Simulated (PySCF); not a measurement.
# Electron correlation in W⁶³⁺ (tungsten, charge +63)

[Ne] 3s1, 2S determinant. Calculation: PySCF 2.14, in an uncontracted even-tempered set (17 s from 18 bohr⁻², ratio 2.5; 12 p from 23 bohr⁻², ratio 2.5; 4 d from 84 bohr⁻², ratio 2.7; 4 f from 130 bohr⁻², ratio 2.7); scalar relativity by spin-free X2C-1e. Frozen: 1s2; 9 electrons correlated; the 20 highest virtual orbitals of each spin left out.

| level | correlation energy (mhartree) |
| --- | --- |
| CCSD | -357.07 |
| (T) | -0.06 |
| CCSD(T) | -357.13 |

Diagnostics: T1 = 3.7e-05, D1 = 0.0001, largest double amplitude 0.002.

Cost of the coupled-cluster step: of the order of 22 core-seconds, for 9 correlated electrons.

At this charge the one-electron X2C treatment keeps the bare 1/r₁₂, with no two-electron picture change or Breit term. The effect here is smaller than on the frozen 1s shell; and a scalar Hamiltonian misses the large spin-orbit splitting of the p shells, which matters for ns² → np² pairs.
